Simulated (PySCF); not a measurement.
Compound: C7H5FN2.
Structure used (GFN2-xTB), in Å, numbered top down from 1:
```xyz
15
C7H5FN2 angstrom
C     -4.0092   -0.9703    0.5597
C     -2.8494   -0.6885    0.4344
C     -1.4750   -0.3670    0.2912
N     -0.5863   -1.3095    0.5802
C      0.6901   -1.0034    0.4441
C      1.1386    0.2446    0.0206
C      2.5767    0.6078   -0.1271
C      0.1000    1.1399   -0.2483
F      0.3945    2.3762   -0.6686
N     -1.1713    0.8633   -0.1268
H     -5.0240   -1.2158    0.6689
H      1.3912   -1.7934    0.6826
H      3.1928   -0.2865   -0.1799
H      2.7270    1.2075   -1.0229
H      2.9000    1.2032    0.7275
```

The closed-shell SCF was solved with PySCF and density fitting under several settings on one GFN2-xTB geometry (grid level 2 and gas phase unless stated).

```json
{"settings": "PBE0/pcSseg-1", "basis functions": "195", "SCF cycles": "14", "E (Eh)": "-478.4378", "HOMO (eV)": "-7.64", "LUMO (eV)": "-1.82", "dipole (D)": "2.44"}
{"settings": "PBE0/def2-SVPD", "basis functions": "243", "SCF cycles": "14", "E (Eh)": "-478.1640", "HOMO (eV)": "-7.63", "LUMO (eV)": "-1.83", "dipole (D)": "2.43"}
{"settings": "B97-D/pcSseg-1, start guess sap", "basis functions": "195", "SCF cycles": "23", "E (Eh)": "-478.6418", "HOMO (eV)": "-6.26", "LUMO (eV)": "-2.54", "dipole (D)": "2.34"}
{"settings": "PBE0/pcseg-1, IEF-PCM cyclohexane", "basis functions": "165", "SCF cycles": "14", "E (Eh)": "-478.3940", "HOMO (eV)": "-7.67", "LUMO (eV)": "-1.86", "dipole (D)": "2.84"}
{"settings": "B3LYP/pcSseg-0, IEF-PCM cyclohexane, grid level 4", "basis functions": "100", "SCF cycles": "14", "E (Eh)": "-477.9558", "HOMO (eV)": "-7.42", "LUMO (eV)": "-1.99", "dipole (D)": "2.83"}
{"settings": "KT2/pcSseg-1, IEF-PCM dimethylsulfoxide, energy threshold 1e-11 Eh", "basis functions": "195", "SCF cycles": "14", "E (Eh)": "-486.9248", "HOMO (eV)": "-6.62", "LUMO (eV)": "-2.65", "dipole (D)": "3.36"}
{"settings": "LC-wPBE/def2-SVPD, fitting basis def2-universal-jkfit", "basis functions": "243", "SCF cycles": "13", "E (Eh)": "-478.3731", "HOMO (eV)": "-10.11", "LUMO (eV)": "0.24", "dipole (D)": "2.48"}
```

Problem. Estimate the row for these settings: BHandHLYP/6-31G, IEF-PCM dichloromethane, grid level 4.

Solution. 
| settings | basis functions | SCF cycles | E (Eh) | HOMO (eV) | LUMO (eV) | dipole (D) |
| --- | --- | --- | --- | --- | --- | --- |
| BHandHLYP/6-31G, IEF-PCM dichloromethane, grid level 4 | 100 | 13 | -478.6127 | -8.41 | -0.58 | 3.45 |

Problem. Over all rows, what range does the HOMO–LUMO gap span?

Solution. From 3.72 eV (B97-D/pcSseg-1, start guess sap) to 10.35 eV (LC-wPBE/def2-SVPD, fitting basis def2-universal-jkfit). The functional of the narrowest has no exact exchange, that of the widest range-separated exact exchange.

Problem. And the dipole moment?

Solution. From 2.34 D (B97-D/pcSseg-1, start guess sap) to 3.45 D (BHandHLYP/6-31G, IEF-PCM dichloromethane, grid level 4); the largest is 1.47 times the smallest, and the median is 2.66 D.

Problem. Compare two rows with the functional PBE0: PBE0/pcSseg-1 and PBE0/def2-SVPD. Which energy is lower, and by how much?

Solution. PBE0/pcSseg-1 (195 functions) lies 0.2738 Eh or 172 kcal/mol below PBE0/def2-SVPD (243 functions). The smaller set gives the lower energy; the two sets aren't nested, so the variational bound doesn't order them by size.

B97-D ran without the empirical dispersion term, which would shift the total energy alone. Cycle counts include a coarse-grid stage where the run had one. KT2 was designed for NMR shieldings or shifts; total energies of different functionals aren't comparable. The species at its GFN2-xTB geometry.
